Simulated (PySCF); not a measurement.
# Correlation energy of Te (tellurium, neutral)

[Kr] 4d10 5s1 5p4 5d1, one real determinant (an excited configuration). All numbers are calculated (PySCF 2.14, the non-relativistic Hamiltonian (point nucleus), in dyall-av2z (22s16p12d, 130 functions)). Frozen: [Kr] 4d10; 6 electrons correlated; the 62 highest virtual orbitals of each spin left out.

```tsv
level	correlation energy (mhartree)
CCSD	-89.22
(T)	-6.36
CCSD(T)	-95.58
```

Diagnostics: T1 = 0.017, D1 = 0.0512, largest double amplitude 0.241.

The real determinant used has ⟨L²⟩ near 8 against 12 for a pure F term, so it mixes terms. A non-relativistic calculation at this Z misses sizeable relativistic shifts. The outer electron is Rydberg-like, and this basis confines it to a smaller radius and binds it less than a complete one would. A double-excitation amplitude exceeds 0.15, a sign of near-degeneracy.

Cost of the coupled-cluster step: about 9 core-seconds, for 6 correlated electrons.

Iterations:

```
CC2 = 0
CCSD nocc = (np.int64(5), np.int64(1)), nmo = (45, 45)
frozen orbitals [[0, 1, 2, 3, 4, 5, 6, 7, 8, 9, 10, 11, 12, 13, 14, 15, 16, 17, 18, 19, 20, 21, 22, 68, 69, 70, 71, 72, 73, 74, 75, 76, 77, 78, 79, 80, 81, 82, 83, 84, 85, 86, 87, 88, 89, 90, 91, 92, 93, 94, 95, 96, 97, 98, 99, 100, 101, 102, 103, 104, 105, 106, 107, 108, 109, 110, 111, 112, 113, 114, 115, 116, 117, 118, 119, 120, 121, 122, 123, 124, 125, 126, 127, 128, 129], [0, 1, 2, 3, 4, 5, 6, 7, 8, 9, 10, 11, 12, 13, 14, 15, 16, 17, 18, 19, 20, 21, 22, 68, 69, 70, 71, 72, 73, 74, 75, 76, 77, 78, 79, 80, 81, 82, 83, 84, 85, 86, 87, 88, 89, 90, 91, 92, 93, 94, 95, 96, 97, 98, 99, 100, 101, 102, 103, 104, 105, 106, 107, 108, 109, 110, 111, 112, 113, 114, 115, 116, 117, 118, 119, 120, 121, 122, 123, 124, 125, 126, 127, 128, 129]]
max_cycle = 100
direct = 0
conv_tol = 1e-08
conv_tol_normt = 1e-06
diis_space = 8
diis_start_cycle = 0
Init t2, MP2 energy = -0.0537176892014812
Init E_corr(UCCSD) = -0.0537176892047201
cycle = 1  E_corr(UCCSD) = -0.0680093223593154  dE = -0.0142916332  norm(t1,t2) = 0.0908707
cycle = 2  E_corr(UCCSD) = -0.073989047564602  dE = -0.00597972521  norm(t1,t2) = 0.0633043
cycle = 3  E_corr(UCCSD) = -0.0854915875917548  dE = -0.01150254  norm(t1,t2) = 0.049556
cycle = 4  E_corr(UCCSD) = -0.085955685034939  dE = -0.000464097443  norm(t1,t2) = 0.0235213
cycle = 5  E_corr(UCCSD) = -0.0906206403279741  dE = -0.00466495529  norm(t1,t2) = 0.015523
cycle = 6  E_corr(UCCSD) = -0.0880622357979204  dE = 0.00255840453  norm(t1,t2) = 0.00908292
cycle = 7  E_corr(UCCSD) = -0.0890136930422082  dE = -0.000951457244  norm(t1,t2) = 0.00493388
cycle = 8  E_corr(UCCSD) = -0.0892798146478379  dE = -0.000266121606  norm(t1,t2) = 0.00136625
cycle = 9  E_corr(UCCSD) = -0.089243350950033  dE = 3.64636978e-05  norm(t1,t2) = 0.000733934
cycle = 10  E_corr(UCCSD) = -0.0892208370288474  dE = 2.25139212e-05  norm(t1,t2) = 0.000284451
cycle = 11  E_corr(UCCSD) = -0.0892258283715701  dE = -4.99134272e-06  norm(t1,t2) = 4.78324e-05
cycle = 12  E_corr(UCCSD) = -0.0892232677402768  dE = 2.56063129e-06  norm(t1,t2) = 2.13172e-05
cycle = 13  E_corr(UCCSD) = -0.0892235472436003  dE = -2.79503324e-07  norm(t1,t2) = 7.92351e-06
cycle = 14  E_corr(UCCSD) = -0.0892234660103503  dE = 8.123325e-08  norm(t1,t2) = 3.04164e-06
cycle = 15  E_corr(UCCSD) = -0.089223449613661  dE = 1.63966894e-08  norm(t1,t2) = 1.89283e-06
cycle = 16  E_corr(UCCSD) = -0.0892234521333916  dE = -2.51973069e-09  norm(t1,t2) = 1.06783e-06
cycle = 17  E_corr(UCCSD) = -0.0892234538609185  dE = -1.72752683e-09  norm(t1,t2) = 4.14597e-07
UCCSD converged
E(UCCSD) = -6611.338722295181  E_corr = -0.08922345386091847
UCCSD(T) correction = -0.00635511880487729
```

The reference is one real determinant that mixes LS terms of this configuration.
